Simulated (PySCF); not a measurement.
**Li⁺: ionisation energy**

Li⁺ 1s2 (1S) → Li²⁺ 1s1 (2S), as a difference of total energies. All numbers are calculated (PySCF 2.14, scalar relativity by spin-free X2C-1e, in cc-pVTZ-DK (4s3p2d1f, 30 functions)). Correlated levels: valence: nothing frozen. The calculations carry no spin-orbit coupling.

```json
{"method": "UHF", "ionisation energy (eV)": "74.495"}
{"method": "TPSS", "ionisation energy (eV)": "75.847"}
{"method": "B3LYP", "ionisation energy (eV)": "75.973"}
{"method": "MP2 (valence)", "ionisation energy (eV)": "74.791"}
{"method": "SCS-MP2 (valence)", "ionisation energy (eV)": "74.850"}
{"method": "CCSD (valence)", "ionisation energy (eV)": "74.848"}
```

Task: How much does correlation contribute at MP2 (valence)?

Result: 74.791 − (74.495) = 0.296 eV, measured against UHF.

Errors of the correlated levels include the incompleteness of this basis.

With two correlated electrons CCSD is exact in that space.

For comparison: 75.640 eV (theoretical estimate listed by NIST; NIST Atomic Spectra Database, ionization energies).
